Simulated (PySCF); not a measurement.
Static response to an electric field

Compound: C6H7F3O.
Structure used (PBE0-D3(BJ)/def2-SVP), in Å, numbered top down from 1:
```xyz
17
C6H7F3O angstrom
C     -3.118    0.610    0.208
C     -1.907    0.235   -0.192
O     -0.828    0.301    0.632
C      0.200   -0.569    0.457
C      0.102   -1.760   -0.142
C      1.468   -0.003    1.017
C      2.188    0.902    0.041
F      3.242    1.478    0.625
F      2.639    0.220   -1.017
F      1.397    1.873   -0.417
H     -3.298    0.932    1.236
H     -3.944    0.618   -0.503
H     -1.682   -0.100   -1.211
H      0.992   -2.379   -0.257
H     -0.847   -2.147   -0.516
H      1.236    0.597    1.908
H      2.166   -0.799    1.304
```

Level: CAM-B3LYP/def2-SVPD (PySCF), static field, nuclei fixed, core orbitals frozen in the response. The polarisability tensor in these axes (au):

```
x   99.20 -7.23  0.55
y   -7.23 79.50  6.72
z    0.55  6.72 66.71
```

Problem. What are the eigenvalues, a third of the trace, and Δα (Δα² = ½Σ(αi − αj)² over the three pairs)?

Solution. Principal values 63.50, 80.27 and 101.64 au; mean 81.81 au = 12.12 Å³ = 13.49 × 10⁻⁴⁰ C²·m²/J; Δα = 33.11 au (40 % of the mean).

Problem. What is the dipole moment, and where does it point?

Solution. (-1.06, -1.73, 0.68) D, 2.14 D in size, pointing from the negative to the positive side. Measured along this direction, the outermost atoms are F8 at the negative end and H15 at the positive end.

Problem. Rayleigh depolarisation ratio (linearly polarised light, static tensor)?

Solution. ρ = 3Δα²/(45ᾱ² + 4Δα²) = 3289.0/(301143 + 4385.3) = 0.0108.

Problem. Molar refractivity from α?

Solution. Lorentz–Lorenz: R = (4π/3)N_A α = 2.5225 cm³/(mol·Å³) × 12.12 Å³ = 30.6 cm³/mol, in the limit of long wavelengths.

Problem. What would n − 1 = 2πNα be for an ideal gas of these molecules at 400 K and 1 atm, electronic part alone?

Solution. N = p/kT = 1.8347 × 10¹⁹ cm⁻³, so n − 1 = 2π × N × 12.12 × 10⁻²⁴ cm³ = 1397 × 10⁻⁶ at long wavelengths, for an ideal gas.

Problem. Give the eigenvalues of the traceless quadrupole moment Θ = ½Σq(3rr − r²1), origin at the centre of nuclear charge.

Solution. -7.41, 0.90, 6.51 D·Å. The values depend on the origin, since the dipole doesn't vanish. The electronic extent ⟨r²⟩ about the same centre is 1657 bohr², a root-mean-square distance of 2.44 Å for the 78 electrons.

One conformer (not necessarily the lowest) at the PBE0-D3(BJ)/def2-SVP geometry, without solvent, vibrations or thermal averaging.

The run behind these numbers computed excited states as well. The run took 2.1 min of wall time on x86-64 server, one thread, shared host.
